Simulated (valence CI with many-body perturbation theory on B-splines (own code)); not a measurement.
Values are calculated unless marked as measured or tabulated.
**Basis-set convergence for Pt XLVII**

Method: configuration interaction combined with many-body perturbation theory (CI+MBPT): four valence electrons over a frozen Dirac-Fock core [Ar] 3d10, a basis of 9 s, 9 p, 8 d, 6 f, 3 g, 1 h functions for each j, with the one-electron correlation potential Σ1, the two-electron term Σ2, the three-electron term Σ3, Breit, model QED; selected CI, second order for the rest, scaled by the run's own slope (own B-spline code, finite nucleus).

The last digits are not significant, and no measured levels were compared; by estimate large intervals hold to a few tenths of a per cent, small ones and those within an open d or f shell to about a per cent.

The reference run has the lowest level (4s^2 4p1/2^2) J=0 and an ionisation energy of 2538.34 eV. Its largest variational space holds 20000 state functions.

Levels are named by their leading jj configuration (3d3/2^4 stands for four electrons in 3d with j = 3/2), which in mixed levels can hold well under half, so a name can repeat and another be missing. Letters in brackets count levels of one name in rising energy.

Changed runs:
A. basis 6 s, 6 p, 5 d, 3 f, 1 g
B. basis 5 s, 5 p, 4 d, 2 f

Excitation energies of the reference run in cm⁻¹, and shifts in cm⁻¹:

```tsv
Level	Reference	A	B
(4s^2 4p1/2 4p3/2) J=1	989544	-132	-482
(4s^2 4p1/2 4p3/2) J=2	1026910	-15	+1.5
(4s 4p1/2^2 4p3/2) J=2	1848890	-137	-451
(4s 4p1/2^2 4p3/2) J=1	1976620	+5.9	+153
(4s^2 4p3/2^2) J=2	2044840	-117	-340
(4s^2 4p3/2^2) J=0	2125420	+8.6	+184
(4s^2 4p1/2 4d3/2) J=2	2338890	+20	+272
(4s^2 4p1/2 4d3/2) J=1	2499760	+306	+1539
(4s^2 4p1/2 4d5/2) J=2	2621140	-44	+17
(4s^2 4p1/2 4d5/2) J=3	2635090	+128	+760
(4s 4p1/2 4p3/2^2) J=2 [a]	2829080	-141	-376
(4s 4p1/2 4p3/2^2) J=3	2894990	-65	-86
Ionisation energy (eV)	2538.34	-0.042	-0.16
```
